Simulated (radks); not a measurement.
Question: All-electron atom: Ir+ in [Xe] 4f14 5d5.5 6s0.5 6p2 (fractional occupations, a model configuration). Calculated with a radial shooting solver on a logarithmic mesh with Libxc functionals: Dirac Kohn-Sham, PBE, spin-unpolarised, spherical densities, finite nucleus; open shells are shared between the two j in proportion to 2j + 1; Fermi nuclear charge, rms radius 5.4032 fm. Some entries of the table are withheld. Estimate them.

orbital      occ.  eigenvalue (eV)  r(max) (bohr)  <r^2> (bohr^2)
1s1/2           2        -75999.52        0.01082       0.0004197
2s1/2           2        -13299.41            (1)        0.006361
2p1/2           2        -12743.97        0.04620        0.004517
2p3/2           4        -11116.50        0.05336        0.005710
3s1/2           2        -3123.055         0.1759         0.04139
3p1/2           2        -2873.402         0.1644         0.03783
3p3/2           4        -2517.052         0.1790         0.04431
3d3/2           4        -2098.946         0.1397             (2)
3d5/2           6        -2021.932         0.1437             (3)
4s1/2           2        -679.1718         0.3977          0.2024
4p1/2           2        -573.6789         0.3965             (4)
4p3/2           4        -489.4042         0.4268             (5)
4d3/2           4        -316.1893         0.4211          0.2578
4d5/2           6        -300.5440         0.4306          0.2701
5s1/2           2        -113.9452         0.8911           1.068
5p1/2           2         -80.6333         0.9457           1.263
4f5/2           6         -80.2612         0.3927          0.3450
4f7/2           8         -77.1393         0.3974          0.3551
5p3/2           4         -66.8247          1.025           1.500
5d3/2         2.2         -22.3239          1.250           2.771
5d5/2         3.3         -20.8919          1.285           2.960
6s1/2         0.5         -17.0877            (6)           7.261
6p1/2    0.666667         -10.6166          2.653           10.80
6p3/2     1.33333          -9.2744          2.911           12.90

Answer: 
(1) 2s1/2 r(max) (bohr): 0.06251
(2) 3d3/2 <r^2> (bohr^2): 0.03413
(3) 3d5/2 <r^2> (bohr^2): 0.03590
(4) 4p1/2 <r^2> (bohr^2): 0.2074
(5) 4p3/2 <r^2> (bohr^2): 0.2411
(6) 6s1/2 r(max) (bohr): 2.229
